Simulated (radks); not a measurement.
The numbers below are computed, except where a source is named.
Neutral carbon inside a hard spherical wall (all orbitals vanish at R), configuration held at [He] 2s2 2p2 and not refilled when levels cross. Level of theory: scalar-relativistic Kohn-Sham, PBEsol, spin-polarised, spherical densities, point nucleus; open shells are filled with parallel spins first (a radial shooting solver on a logarithmic mesh with Libxc functionals). Eigenvalues in eV for spin up, with the zero of energy where the potential of the charges vanishes at infinity; a dash marks a level that is unbound or too diffuse for the functional's potential to be trusted. A positive occupied level is held by the wall or, in an anion where self-interaction has pushed it up, behind a barrier. The pressure on the wall is -dE/dV.

[
 {"R (bohr)": "free", "E (hartree)": "-37.63994", "kinetic (hartree)": "37.525", "e(1s)": "-271.80", "e(2s)": "-14.526", "e(2p)": "-6.053", "e(3s, empty)": "-", "e(3p, empty)": "-", "pressure (GPa)": "0"},
 {"R (bohr)": "15", "E (hartree)": "-37.63994", "kinetic (hartree)": "37.525", "e(1s)": "-271.80", "e(2s)": "-14.526", "e(2p)": "-6.053", "e(3s, empty)": "-", "e(3p, empty)": "-", "pressure (GPa)": "< 0.0001"},
 {"R (bohr)": "10", "E (hartree)": "-37.63992", "kinetic (hartree)": "37.525", "e(1s)": "-271.79", "e(2s)": "-14.523", "e(2p)": "-6.051", "e(3s, empty)": "0.406", "e(3p, empty)": "1.753", "pressure (GPa)": "0.000608"},
 {"R (bohr)": "7", "E (hartree)": "-37.63882", "kinetic (hartree)": "37.534", "e(1s)": "-271.67", "e(2s)": "-14.444", "e(2p)": "-5.962", "e(3s, empty)": "2.463", "e(3p, empty)": "4.682", "pressure (GPa)": "0.0737"},
 {"R (bohr)": "4", "E (hartree)": "-37.55387", "kinetic (hartree)": "37.971", "e(1s)": "-268.14", "e(2s)": "-12.283", "e(2p)": "-3.397", "e(3s, empty)": "19.006", "e(3p, empty)": "22.333", "pressure (GPa)": "19.7"},
 {"R (bohr)": "3.5", "E (hartree)": "-37.44945", "kinetic (hartree)": "38.404", "e(1s)": "-265.35", "e(2s)": "-10.448", "e(2p)": "-1.276", "e(3s, empty)": "29.379", "e(3p, empty)": "32.143", "pressure (GPa)": "58.9"},
 {"R (bohr)": "2", "E (hartree)": "-35.02144", "kinetic (hartree)": "45.081", "e(1s)": "-236.75", "e(2s)": "18.038", "e(2p)": "26.581", "e(3s, empty)": "152.44", "e(3p, empty)": "135.43", "pressure (GPa)": "2990"},
 {"R (bohr)": "1.5", "E (hartree)": "-30.20333", "kinetic (hartree)": "55.291", "e(1s)": "-208.49", "e(2s)": "66.996", "e(2p)": "65.676", "e(3s, empty)": "324.37", "e(3p, empty)": "267.47", "pressure (GPa)": "17500"}
]
